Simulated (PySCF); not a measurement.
## A small calculation by hand: oscillator strength and radiative lifetime

Al(Cl)(H)(nPr) (C3H8AlCl), SMILES [Cl][AlH][CH2]CC.

Coordinates come from a B3LYP-D3(BJ)/def2-SVP optimisation. The values are those of a single conformer.

PySCF 2.14.0 with TDDFT-LC-ωPBE/def2-SVPD puts the first singlet state with f over 0.02 at 7.49 eV (vertical), with the transition dipole (-0.547, -0.051, -0.740) in atomic units.

Q: Find the oscillator strength, the wavelength and the radiative lifetime that this transition would have in vacuum if emission retraced absorption.

A: 
|μ|² = 0.8494 au, so |μ| = 2.34 D. ΔE = 7.49/27.211 = 0.2753 hartree. f = (2/3) ΔE |μ|² = 0.156 (the program prints 0.156).
λ = 1239.84/7.49 = 166 nm; ν = 60411 cm⁻¹.
Einstein's coefficient A = 0.6670 ν² f s⁻¹ (ν in cm⁻¹) = 3.8e8 s⁻¹, so τ = 1/A = 2.6 ns. This state is S3; the lower singlets have f = 0.001, 0.017. The figure is the radiative limit of this one transition; relaxation, internal conversion, crossing to triplets and a medium change what is measured.
